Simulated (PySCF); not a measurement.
# Broadened absorption spectrum of C3H7NOSi

Species: C₃H₇NOSi.
SMILES: `C=C[SiH2]C(N)=O`

Theory: TDDFT PBE0/def2-SVPD, vertical, gas phase, core orbitals frozen in the response (PySCF 2.14.0, density-fitted response routines). The structure is a single GFN2-xTB conformer in the gas phase; no vibrational or solvent corrections. Torsions of this conformer, `[CH2:1]=[CH:2][SiH2:3][C:4]([NH2:5])=[O:6]`: C1–C2–Si3–C4 -109°, C2–Si3–C4–N5 23°, H–N5–C4–Si3 -2°, H–N5–C4–Si3 179°.

Computed states:

| state | E (eV) | f |
| --- | --- | --- |
| S1 | 4.72 | 0.0029 |
| S2 | 5.26 | 0.079 |
| S3 | 6.21 | 0.0004 |
| S4 | 6.25 | 0.0084 |
| S5 | 6.71 | 0.016 |
| S6 | 6.84 | 0.018 |

Each state is given a Gaussian of 0.5 eV full width at half maximum, with ε(max) = 2.175×10⁸ f / Δν̃ (Δν̃ the width in cm⁻¹). The width is an assumption, not a result. The curve ends short of the highest state used, and states not computed would add to its high-energy end.

Problem. Give the broadened spectrum and its maxima.

Solution. 
```
E (eV)  ε (L mol⁻¹ cm⁻¹)
  3.97                 0
  4.04                 1
  4.10                 2
  4.17                 5
  4.23                11
  4.30                22
  4.36                38
  4.43                64
  4.49                94
  4.56               138
  4.62               187
  4.69               272
  4.75               393
  4.82               635
  4.88               971
  4.95              1544
  5.01              2176
  5.07              2875
  5.14              3631
  5.20              4084
  5.27              4242
  5.33              4022
  5.40              3419
  5.46              2729
  5.53              1898
  5.59              1277
  5.66               734
  5.72               431
  5.79               238
  5.85               175
  5.92               184
  5.98               236
  6.05               325
  6.11               409
  6.18               499
  6.24               565
```

Maxima: 236 nm (5.26 eV), ε about 4200, made up of S2 (100%) (ε in L mol⁻¹ cm⁻¹; maxima over ε = 5, shares over 10%). At its high-energy end, 6.24 eV, the curve is still rising (ε about 570, from S4 and S5).

Problem. Does any computed singlet lie in the visible range?

Solution. No computed singlet lies in the visible range (380 to 750 nm); the lowest, at 263 nm, stands 1.46 eV above its violet end (3.26 eV).

Problem. What would ε be at 5.26 eV, the highest of these maxima, with half the width (0.25 eV)?

Solution. About 8480 L mol⁻¹ cm⁻¹ against 4250, a factor of about 2.00; a lone state at its own centre would give exactly 2.

Problem. On this curve, what absorbance would a 10⁻⁵ mol/L sample give at 254 nm over a 1 cm path?

Solution. 254 nm is 4.881 eV, where ε is about 980 L mol⁻¹ cm⁻¹, so A = ε c l ≈ 0.0098 (Beer–Lambert, with the gas-phase spectrum and the assumed width).
